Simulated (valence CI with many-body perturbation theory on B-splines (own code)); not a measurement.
**Zr34+: electric-dipole lines**

Level of theory: configuration interaction combined with many-body perturbation theory (CI+MBPT): four valence electrons over a frozen Dirac-Fock core [He], a basis of 11 s, 11 p, 10 d, 8 f, 5 g, 2 h functions for each j, with the one-electron correlation potential Σ1 (screened to all orders), the two-electron term Σ2, the three-electron term Σ3, Breit, model QED; selected single and double excitations, second order for the rest, scaled by the run's own slope (own B-spline code, finite nucleus).

The last digits are not significant, and no measured levels were compared; by estimate large intervals hold to a few tenths of a per cent, small ones and those within an open d or f shell to about a per cent. Among the levels kept, up to 970 cm⁻¹ of a level comes from second order outside the variational space, and about a tenth of that is noise between levels of different J, which matters for small intervals.

Lines 1 to 50 of 534 in falling wavelength, among levels below 3099.2 eV, chosen from the strongest by gf and those to the six lowest levels. Wavelengths and rates use the calculated energies. Electric multipoles are in the length gauge, E1 and E2 with the static RPA response of the core. Weak lines are less certain than strong ones. Lines between different terms over intervals too small for the method are left out, as are lines whose strength nearly cancels. The highest levels of a list are the least certain.

Levels are named by their leading jj configuration (3d3/2^4 stands for four electrons in 3d with j = 3/2), which in mixed levels can hold well under half, so a name can repeat and another be missing. Letters in brackets count levels of one name in rising energy.

```
λ vac (Å)                           Upper                           Lower   A (s⁻¹)  S (a.u.)
    386.9       (2p1/2 2p3/2^2 3p1/2) J=3      (2p1/2 2p3/2^2 3s) J=2 [b]  5.77e+08  1.16e-01
    339.5       (2p1/2 2p3/2^2 3p1/2) J=3          (2p1/2 2p3/2^2 3s) J=3  9.84e+08  1.33e-01
    338.1       (2p1/2^2 2p3/2 3p1/2) J=1          (2p1/2^2 2p3/2 3s) J=2  1.62e+09  9.24e-02
    324.8       (2p1/2^2 2p3/2 3p1/2) J=2          (2p1/2^2 2p3/2 3s) J=2  1.45e+09  1.23e-01
    309.6          (2s 2p3/2^2 3p1/2) J=3         (2s 2p3/2^2 3s) J=2 [a]  1.14e+09  1.17e-01
    302.6      (2s 2p1/2 2p3/2 3p1/2) J=3         (2s 2p1/2 2p3/2 3s) J=3  1.29e+09  1.23e-01
    281.4      (2s 2p3/2^2 3d5/2) J=4 [a]          (2s 2p3/2^2 3p3/2) J=4  8.65e+08  8.57e-02
    281.2  (2s 2p1/2 2p3/2 3d5/2) J=4 [a]  (2s 2p1/2 2p3/2 3p3/2) J=3 [a]  2.20e+09  2.17e-01
    280.6      (2s 2p3/2^2 3d3/2) J=3 [b]      (2s 2p3/2^2 3p3/2) J=2 [b]  1.05e+09  8.00e-02
    278.3      (2s 2p1/2 2p3/2 3d5/2) J=5      (2s 2p1/2 2p3/2 3p3/2) J=4  2.95e+09  3.46e-01
    278.1      (2s 2p3/2^2 3d5/2) J=4 [a]      (2s 2p3/2^2 3p3/2) J=3 [a]  1.70e+09  1.62e-01
    273.3       (2p1/2^2 2p3/2 3d5/2) J=4       (2p1/2^2 2p3/2 3p3/2) J=3  3.44e+09  3.12e-01
    272.1          (2s 2p3/2^2 3d5/2) J=5          (2s 2p3/2^2 3p3/2) J=4  3.14e+09  3.43e-01
    271.1          (2s^2 2p3/2 3p1/2) J=1             (2s^2 2p3/2 3s) J=2  2.51e+09  7.41e-02
    268.1      (2s 2p3/2^2 3d5/2) J=3 [a]      (2s 2p3/2^2 3p3/2) J=2 [a]  1.77e+09  1.18e-01
    266.4      (2s 2p3/2^2 3d5/2) J=3 [c]      (2s 2p3/2^2 3p3/2) J=2 [c]  2.50e+09  1.63e-01
    264.0          (2s 2p1/2^2 3d5/2) J=3          (2s 2p1/2^2 3p3/2) J=2  3.48e+09  2.21e-01
    256.0  (2s 2p1/2 2p3/2 3d5/2) J=4 [c]  (2s 2p1/2 2p3/2 3p3/2) J=3 [c]  3.73e+09  2.78e-01
    255.8  (2s 2p1/2 2p3/2 3d5/2) J=3 [c]  (2s 2p1/2 2p3/2 3p3/2) J=2 [c]  3.07e+09  1.78e-01
    255.7          (2s^2 2p3/2 3p1/2) J=2             (2s^2 2p3/2 3s) J=2  2.58e+09  1.06e-01
    255.7  (2s 2p1/2 2p3/2 3d5/2) J=3 [d]  (2s 2p1/2 2p3/2 3p3/2) J=2 [d]  3.41e+09  1.97e-01
    255.3  (2s 2p1/2 2p3/2 3d5/2) J=2 [c]  (2s 2p1/2 2p3/2 3p3/2) J=1 [c]  2.04e+09  8.39e-02
    255.0      (2s 2p3/2^2 3d5/2) J=3 [b]      (2s 2p3/2^2 3p3/2) J=2 [b]  2.07e+09  1.18e-01
    254.2  (2s 2p1/2 2p3/2 3d5/2) J=2 [d]  (2s 2p1/2 2p3/2 3p3/2) J=1 [d]  2.72e+09  1.10e-01
    254.2      (2s 2p3/2^2 3d5/2) J=4 [b]      (2s 2p3/2^2 3p3/2) J=3 [b]  3.48e+09  2.54e-01
    254.1          (2s^2 2p3/2 3d5/2) J=4          (2s^2 2p3/2 3p3/2) J=3  3.46e+09  2.52e-01
    250.9       (2p1/2^2 2p3/2 3d5/2) J=3       (2p1/2^2 2p3/2 3p3/2) J=2  3.96e+09  2.16e-01
    250.3       (2p1/2^2 2p3/2 3d5/2) J=2       (2p1/2^2 2p3/2 3p3/2) J=1  2.03e+09  7.85e-02
    249.5  (2s 2p1/2 2p3/2 3d5/2) J=3 [a]  (2s 2p1/2 2p3/2 3p3/2) J=2 [a]  1.70e+09  9.13e-02
    248.8      (2s 2p3/2^2 3p1/2) J=2 [a]             (2s 2p3/2^2 3s) J=3  3.62e+09  1.38e-01
    247.6          (2s^2 2p1/2 3d5/2) J=3          (2s^2 2p1/2 3p3/2) J=2  3.86e+09  2.02e-01
    245.2      (2s 2p3/2^2 3d5/2) J=2 [a]      (2s 2p3/2^2 3p3/2) J=2 [a]  2.02e+09  7.37e-02
    244.9          (2s^2 2p3/2 3d5/2) J=3          (2s^2 2p3/2 3p3/2) J=2  2.31e+09  1.17e-01
    239.2  (2s 2p1/2 2p3/2 3d5/2) J=4 [b]  (2s 2p1/2 2p3/2 3p3/2) J=3 [b]  3.91e+09  2.38e-01
    238.0          (2s^2 2p1/2 3d5/2) J=2          (2s^2 2p1/2 3p3/2) J=1  3.73e+09  1.24e-01
    236.9  (2s 2p1/2 2p3/2 3d5/2) J=2 [a]  (2s 2p1/2 2p3/2 3p3/2) J=1 [a]  2.77e+09  9.07e-02
    234.3          (2s 2p3/2^2 3p1/2) J=3             (2s 2p3/2^2 3s) J=3  2.73e+09  1.21e-01
    234.2          (2s 2p1/2^2 3d5/2) J=2          (2s 2p1/2^2 3p3/2) J=1  2.36e+09  7.48e-02
    233.3      (2s 2p3/2^2 3d5/2) J=2 [b]      (2s 2p3/2^2 3p3/2) J=1 [b]  3.31e+09  1.04e-01
    232.4   (2p1/2 2p3/2^2 3p1/2) J=2 [b]          (2p1/2 2p3/2^2 3s) J=3  4.41e+09  1.37e-01
    230.1   (2p1/2 2p3/2^2 3p3/2) J=2 [a]      (2p1/2 2p3/2^2 3s) J=1 [a]  2.96e+09  8.90e-02
    228.5  (2s 2p1/2 2p3/2 3d5/2) J=2 [b]  (2s 2p1/2 2p3/2 3p3/2) J=2 [b]  2.12e+09  6.24e-02
    226.7      (2s 2p3/2^2 3p3/2) J=3 [a]         (2s 2p3/2^2 3s) J=2 [a]  2.56e+09  1.03e-01
    223.6  (2s 2p1/2 2p3/2 3p1/2) J=2 [b]         (2s 2p1/2 2p3/2 3s) J=3  4.49e+09  1.24e-01
    222.8  (2s 2p1/2 2p3/2 3d5/2) J=3 [b]  (2s 2p1/2 2p3/2 3p3/2) J=2 [b]  3.34e+09  1.28e-01
    221.5       (2p1/2^2 2p3/2 3p3/2) J=1          (2p1/2^2 2p3/2 3s) J=1  5.02e+09  8.08e-02
    218.6  (2s 2p1/2 2p3/2 3p3/2) J=1 [a]     (2s 2p1/2 2p3/2 3s) J=1 [a]  4.95e+09  7.65e-02
    216.8   (2p1/2 2p3/2^2 3p3/2) J=3 [b]      (2p1/2 2p3/2^2 3s) J=2 [b]  3.97e+09  1.40e-01
    215.2     (2s 2p1/2 2p3/2 3s) J=2 [c]          (2s 2p1/2^2 3p3/2) J=1  2.81e+09  6.91e-02
    214.6  (2s 2p1/2 2p3/2 3d3/2) J=3 [b]  (2s 2p1/2 2p3/2 3p3/2) J=2 [a]  2.45e+09  8.37e-02
```
